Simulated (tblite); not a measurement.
A tight-binding relaxation on `C[CH2][Ge]1([NH2])[O]CC[O]1`.

Computed with GFN2-xTB geometry optimisation, gas phase (tblite 0.8.0). Start geometry: from a force field or distance geometry. The input is one job of a driver script: a line of settings, then coordinates in Å.

Command:
```bash
OMP_NUM_THREADS=1 python probes_run.py task.json out
```

Input:
```
{"job": {"kind": "relax", "xc": "GFN2-xTB", "basis": "xTB"}, "charge": 0, "multiplicity": 1}
C     -1.887700    -1.277500    -0.243500
C     -1.708700     0.200300    -0.592600
Ge     0.097600     0.780400    -0.087600
N      0.358900     2.584000    -0.532200
O      1.334200    -0.237300    -0.822800
C      1.797300    -0.970700     0.267700
C      1.648900    -0.166200     1.578100
O      0.420800     0.501800     1.631300
H     -1.169800    -1.900600    -0.811500
H     -1.750000    -1.441100     0.849800
H     -2.930000    -1.588700    -0.513900
H     -2.451300     0.804700    -0.029100
H     -1.853100     0.350800    -1.662900
H      0.179800     2.667700    -1.550200
H     -0.389500     3.127600    -0.031800
H      1.228600    -1.920900     0.355500
H      2.872900    -1.220700     0.116900
H      1.722400    -0.864400     2.448900
H      2.468700     0.580200     1.670100
```

Output:
```
step      E/eV     max force
  0    -739.26733    2.143
  1    -739.45510    1.179
  2    -739.53183    0.584
  3    -739.55785    0.419
  4    -739.59086    0.433
  5    -739.61039    0.306
  6    -739.62991    0.427
  7    -739.64596    0.409
  8    -739.65896    0.256
  9    -739.66577    0.129
... (157 lines left out)
167    -739.78329    0.035
168    -739.78346    0.027
169    -739.78357    0.017
170    -739.78362    0.020
171    -739.78367    0.018
172    -739.78370    0.021
173    -739.78372    0.013
174    -739.78374    0.010
175    -739.78376    0.012
176    -739.78378    0.008
```

«max force» is the largest atomic force in eV/Å.

Question: From which step on does the largest force stay under 0.1 eV/Å, and how much energy is left to gain from there?

Answer: From step 107 (0.085 eV/Å), 14.3 meV above the end.

In short: energy lowered by 11.9 kcal/mol over 176 steps; largest atomic force 0.008 eV/Å at the end.

Question: Estimate the wall time. Hardware: Intel Xeon 6975P-C, one thread, shared host with 192 logical CPUs at a one-minute load of 114.

Answer: About 1.2 s.
Labels such as C1 count atoms from 1, the log's own numbers from 0.
